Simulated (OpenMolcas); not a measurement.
## Zr+: effect of the IPEA shift

| Quantity | Value |
| --- | --- |
| Program | OpenMolcas 26.06 |
| Basis | ANO-RCC-VTZP [7s6p4d2f1g] |
| Scalar Hamiltonian | DKH2, point nucleus |
| Active space | 3 electrons in 11 orbitals (4d 5s 5d) |
| State averaging | 2S+1 = 4 even, 20 roots; 2S+1 = 2 even, 49 roots kept (CI in the orbitals of an earlier block) |
| Spin-orbit coupling | RASSI with atomic mean-field integrals over the reference wave functions, term energies averaged over their components |

Methods on the same reference wave functions:
A. CASSCF
B. MS-CASPT2, IPEA 0 Eh, imaginary shift 0.1 Eh (closed shells correlated: 4s 4p)
C. MS-CASPT2, IPEA 0.25 Eh, imaginary shift 0.1 Eh (closed shells correlated: 4s 4p)

Energies in cm⁻¹ above 4d² 5s ⁴F_3/2, the measured ground level; measured values from NIST Handbook of Basic Atomic Spectroscopic Data.

```tsv
Level	A	B	C	Measured
4d² 5s ⁴F_3/2	0.0	0.0	0.0	0.0
4d² 5s ⁴F_5/2	333	335	334	315
4d² 5s ⁴F_7/2	801	812	808	763
4d² 5s ⁴F_9/2	1390	1404	1399	1323
4d³ ⁴F_3/2	2905	2920	2960	2572
4d³ ⁴F_5/2	3215	3310	3310	2895
4d³ ⁴F_7/2	3620	3760	3730	3300
4d³ ⁴F_9/2	4098	4230	4210	3758
4d² 5s ²D_3/2(1)	5615	3830	4290	
4d² 5s ²D_5/2(1)	5997	4100	4570	
4d³ ²P_1/2	6712	5640	6050	
4d³ ²P_3/2	7197	6060	6470	
4d² 5s ²F_5/2	7884	5480	5790	5753
4d² 5s ²F_7/2	8612	6190	6490	6468
4d² 5s ⁴P_1/2	9327	7720	7860	
4d³ ²G_7/2	9503	8080	8510	
4d² 5s ⁴P_3/2	9526	7910	8050	
4d³ ²G_9/2	9814	8360	8780	
4d² 5s ⁴P_5/2	9861	8230	8380	
4d³ ⁴P_1/2	11697	10030	10190	
4d³ ⁴P_3/2	11904	10240	10410	
4d³ ⁴P_5/2	12158	10490	10650	
4d³ ²H_9/2	14725	12820	13040
```

Deviations, from unrounded energies. A percentage is the sum of absolute deviations over the sum of measured energies, with the sign that they share, or ± where signs differ.

```tsv
Against measurement	Levels	A	B	C
mean absolute deviation (cm-1)	9	630	270	210
fine structure of the ground term (%)	3	+5.1	+6.3	+5.8
other terms of the ground configuration (%)	2	+35.0	-4.5	+0.5
other configurations (%)	4	+10.5	+13.5	+13.5
```

C lies closest to measurement on these levels and A furthest from it. The largest miss of C in the table is 4d³ ⁴F_9/2, by +450 cm-1. The ranking rests on the paired levels alone, and a cruder setting can come out closer through cancelling errors.

Between B and C the level of the table that moves most is 4d² 5s ²D_5/2(1), by 470 cm-1 (lowest in B, highest in C). Moves below CASPT2's spread within the term are not significant.

The mean deviations of B to C differ by less than CASPT2's widest spread within a term (960 cm-1), so their order carries little weight.

From A to B the spin-free energies of the other terms of 4d² 5s shown, above ⁴F, scale by factors of 0.61 to 0.82.

The lowest spin-free term lies below A's lowest term by 0.290 hartree in B, 0.283 hartree in C.

CASPT2 breaks the degeneracy within a term, and the mean is taken; among the terms shown or strongly mixed into the levels shown the widest spread is 960 cm-1 (4d² 5s ²F, B). Terms from blocks run as CI alone lack orbitals of their own. Active for correlation alone: 5d; no level in the range computed is led by a configuration that fills it, so any true level of that kind is missing. Without dynamic correlation excited terms often stand tens of per cent too high (terms of higher spin than the ground term too low), and those without a measured partner can miss by more than the paired ones (holds for A). Some levels mix across a computed gap that differs much from the measured one, so their mixing is not that of the real levels (holds for A). The CASPT2 spread within a term exceeds the gap to the next term for 4d³ ⁴F and 4d² 5s ²D(1), 4d² 5s ²F and 4d³ ²P, so the order of their levels is uncertain, and so are names and mixing where such terms share a J (holds for B; C). Measured partners are found by configuration, term and J. A level has none where our copy of the source lacks it or the pairing is in doubt (some pairs that miss far off the trend of their configuration count as doubtful), and it then counts in no deviation. Only configurations of the active space appear. Levels that lie high or do not pair safely by name in every column are left out.

A number in round brackets counts repeated terms of one configuration in the order of the reference energies.
